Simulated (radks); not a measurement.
Results of a calculation; reference values are marked as such.
Question: Excited configurations of the bromine ion Br2+: one electron is placed in a higher orbital outside [Ar] 3d10 4s2 4p2. The ground configuration is [Ar] 3d10 4s2 4p3. Code: a radial shooting solver on a logarithmic mesh with Libxc functionals. Model: scalar-relativistic Kohn-Sham, PBEsol, spin-unpolarised, spherical densities, finite nucleus; Fermi nuclear charge, rms radius 4.1629 fm. Excitation = E - E(ground); binding = E(ion) - E, where the ion is the core of charge +3; n* = 3/sqrt(2 binding) in atomic units, and the quantum defect is n - n*.

| outer orbital | excitation (eV) | binding (eV) | n* | quantum defect | eigenvalue (eV) | <r> (bohr) |
|---|---|---|---|---|---|---|
| 4d | 17.207 | 16.803 | 2.700 | 1.300 | -12.924 | 2.772 |
| 4f | 26.003 | 8.007 | 3.911 | 0.089 | -6.292 | 5.505 |
| 5s | 17.287 | 16.722 | 2.706 | 2.294 | -14.164 | 3.767 |
| 5p | 20.661 | 13.348 | 3.029 | 1.971 | -11.241 | 4.427 |
| 5f | 28.612 | 5.397 | 4.763 | 0.237 | -4.430 | 9.474 |
| 6s | 24.961 | 9.049 | 3.679 | 2.321 | -7.754 | 6.949 |
| 7s | 28.332 | 5.677 | 4.644 | 2.356 | -4.915 | 11.06 |
| 7p | 29.030 | 4.979 | 4.959 | 2.041 | -4.296 | 12.33 |
| 7d | 30.140 | 3.869 | 5.626 | 1.374 | -3.324 | 15.34 |
| 7f | 31.201 | 2.809 | 6.603 | 0.397 | -2.412 | 20.44 |

Estimate the row for 6d.

Answer: excitation (eV) 28.409; binding (eV) 5.600; n* 4.676; quantum defect 1.324; eigenvalue (eV) -4.759; <r> (bohr) 10.26. The Delta-SCF ionisation energy is 34.009 eV (NIST Atomic Spectra Database: 34.87 eV, measured). Self-interaction in the functional shifts the binding energies and quantum defects, so they are the method's values and not measured ones. Spin polarisation and multiplet splitting are left out, so open shells lie too high by an amount that depends on their filling.

Beside tabulated values, note that spin-unpolarised runs miss the spin-polarisation part of the exchange energy of open shells.
